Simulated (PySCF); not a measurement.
## Exact simulation of a proton spin system

Molecule: SMILES FC1=C(C(F)(F)F)CC1, C₅H₄F₄.

Geometry:
```
atom   x (Å)   y (Å)   z (Å)
  F1  -0.858   1.231   1.896
  C2  -0.690   0.546   0.794
  C3   0.379   0.053   0.156
  C4   1.843   0.054   0.386
  F5   2.493   0.649  -0.622
  F6   2.324  -1.193   0.470
  F7   2.162   0.692   1.512
  C8  -0.477  -0.526  -0.946
  C9  -1.708   0.060  -0.184
 H10  -0.466  -1.625  -1.016
 H11  -0.311  -0.091  -1.943
 H12  -2.422  -0.685   0.201
 H13  -2.259   0.847  -0.722
```

PySCF 2.14 calculation with GIAO KT2/pcSseg-1 shieldings, geometry from PBE0-D3(BJ)/def2-SVP and J: B3LYP/pcJ-1 (spin–dipole term only in couplings to heteroatoms); relativity neglected, single conformer, equivalent nuclei averaged, in vacuum.

Scale: TMS for ¹H (31.18 ppm) (reference shieldings calculated alike).

Shifts (ppm): F1 -88.8, F5/F6/F7 -101.9, H10/H11 2.22, H12/H13 2.74.
Couplings (Hz): F1–F5, F1–F6, F1–F7: 10.0; F1–H10, F1–H11: 14.5; F1–H12, F1–H13: -6.5; F5–F6, F5–F7, F6–F7: 78.8; F5–H10, F5–H11, F6–H10, F6–H11, F7–H10, F7–H11: -1.5; F5–H12, F5–H13, F6–H12, F6–H13, F7–H12, F7–H13: 4.3; H10–H11: -11.9; H10–H12, H11–H13: 5.4; H10–H13, H11–H12: 2.0; H12–H13: -16.5.

The 8-spin Hamiltonian (Zeeman plus full scalar coupling among like nuclei) was diagonalised exactly; lines are Lorentzian, 0.5 Hz wide, and the maxima above 3 % are listed with the tallest set to 100.

Question: Give the ¹H peak list of this spin system at 300 MHz.

Answer: 
| Hz | ppm | height |
| --- | --- | --- |
| 835.5 | 2.785 | 18 |
| 831.2 | 2.771 | 65 |
| 829.0 | 2.763 | 25 |
| 828.0 | 2.760 | 62 |
| 827.5 | 2.758 | 69 |
| 826.9 | 2.756 | 91 |
| 824.7 | 2.749 | 73 |
| 823.7 | 2.746 | 100 |
| 823.2 | 2.744 | 75 |
| 822.6 | 2.742 | 62 |
| 821.5 | 2.738 | 66 |
| 821.0 | 2.737 | 71 |
| 820.4 | 2.735 | 94 |
| 819.5 | 2.732 | 79 |
| 818.2 | 2.728 | 25 |
| 817.2 | 2.724 | 96 |
| 816.8 | 2.723 | 71 |
| 816.1 | 2.720 | 58 |
| 815.2 | 2.717 | 27 |
| 813.0 | 2.710 | 70 |
| 811.8 | 2.706 | 16 |
| 808.7 | 2.696 | 20 |
| 679.2 | 2.264 | 25 |
| 677.7 | 2.259 | 63 |
| 676.1 | 2.254 | 71 |
| 675.4 | 2.251 | 33 |
| 674.6 | 2.249 | 59 |
| 673.9 | 2.246 | 63 |
| 673.5 | 2.245 | 53 |
| 673.1 | 2.244 | 50 |
| 672.4 | 2.241 | 63 |
| 671.9 | 2.240 | 58 |
| 670.2 | 2.234 | 65 |
| 668.8 | 2.229 | 57 |
| 667.2 | 2.224 | 23 |
| 666.2 | 2.221 | 5 |
| 665.9 | 2.220 | 5 |
| 664.7 | 2.216 | 25 |
| 663.2 | 2.211 | 64 |
| 661.7 | 2.206 | 72 |
| 661.0 | 2.203 | 32 |
| 660.1 | 2.200 | 59 |
| 659.4 | 2.198 | 65 |
| 659.0 | 2.197 | 53 |
| 658.6 | 2.195 | 50 |
| 657.9 | 2.193 | 64 |
| 657.4 | 2.191 | 58 |
| 655.8 | 2.186 | 65 |
| 654.2 | 2.181 | 58 |
| 652.8 | 2.176 | 22 |

Question: And at 700 MHz?

Answer: 
Hz from δ = 0 (height): 1931.4 (19), 1927.2 (67), 1924.9 (26), 1924.0 (62), 1923.4 (70), 1922.9 (93), 1921.7 (25), 1920.6 (76), 1919.7 (100), 1919.2 (74), 1918.6 (64), 1917.5 (66), 1916.9 (73), 1916.4 (97), 1915.4 (78), 1914.2 (25), 1913.2 (96), 1912.7 (71), 1912.1 (60), 1911.2 (27), 1908.9 (69), 1907.8 (17), 1904.6 (19), 1567.2 (24), 1565.7 (62), 1564.2 (71), 1563.5 (32), 1562.6 (59), 1562.0 (65), 1561.5 (52), 1561.1 (50), 1560.5 (65), 1559.9 (58), 1558.3 (68), 1556.8 (60), 1555.3 (24), 1554.2 (5), 1553.9 (5), 1552.7 (25), 1551.2 (63), 1549.7 (71), 1549.0 (33), 1548.1 (59), 1547.5 (65), 1547.0 (52), 1546.6 (50), 1546.0 (65), 1545.4 (58), 1543.8 (68), 1542.3 (60), 1540.8 (23)

Question: Among coupled protons with different shifts, which pair is furthest from first order, and how does the field change that?

Answer: H10 and H12: Δν/J is about 28.9 at 300 MHz (close to first order) and 67.4 at 700 MHz (close to first order). J in Hz doesn't depend on the field, while Δν in Hz grows in proportion to it. The system also holds chemically equivalent protons that couple differently to a partner (AA′BB′ or AA′XX′ type), and that part stays second order at any field.

Unscaled 3J(H,H) at this level run about 10 % above measured values.
